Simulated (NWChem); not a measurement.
System: GaF, singlet; SMILES [F][Ga]

Program: NWChem. Low-valent species are run as closed-shell singlets; no triplet was tried in these runs. The level has its own optimisation; frequencies are unscaled.

Q: What does the run give for Hartree-Fock/3-21G? Quantities: r F–Ga (Å); highest harmonic frequency (cm⁻¹); zero-point energy (kcal/mol).

A: 
```
Quantity                           Value
---------------------------------  -----
r F–Ga (Å)                         1.704
highest harmonic frequency (cm⁻¹)    809
zero-point energy (kcal/mol)         1.2
```
